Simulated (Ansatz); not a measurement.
Worked example: CHCl2I + C2H6Ga → CHClI + C2H6ClGa

Species: CHCl2I (dichloroiodomethane) `ClC(Cl)I`, singlet; C2H6Ga `C[CH2][GaH]`, doublet; CHClI `Cl[CH]I`, doublet; C2H6ClGa `C[CH2][GaH][Cl]`, singlet. A radical takes Cl: the energy is the difference in strength between the C–Cl bond broken and the Ga–Cl bond made.

Shapes, held fixed at every level: PBE0-D4/def2-TZVP. Flexible molecules stand in one conformer, not always the lowest. Programs: Ansatz 0.2.0. The zero-point and thermal change to 298 K, harmonic and unscaled (PBE0-D4/def2-TZVP), is -1.2 kJ/mol.

At CCSD(T)/def2-TZVPP; 1 Eh = 2625.50 kJ/mol:

```
 species   energy (Eh)
  CHCl2I  -1255.212443
  C2H6Ga  -2003.081222
   CHClI   -795.432084
C2H6ClGa  -2462.919960
```

**Question.** Work out ΔH(298 K) of the reaction at this level.

**Answer.** 
1. Products less reactants: (-795.432084) + (-2462.919960) − [(-1255.212443) + (-2003.081222)] = -0.058379 Eh = -153.3 kJ/mol.
2. With the thermal change: -153.3 + (-1.2) = -154.5 kJ/mol.

Other levels give -161.4 (r2SCAN-D4/def2-TZVPP) to -132.6 kJ/mol (SPW92/def2-TZVPP). No measured value is set beside it here. Spin contamination: CHClI (⟨S²⟩ up to 0.78). Open shells run unrestricted. For atoms past krypton def2 sets carry core potentials with scalar relativity. Relativity is left out for Ga. Outer-core shells of Ga, I are correlated, in sets that cover them unevenly.
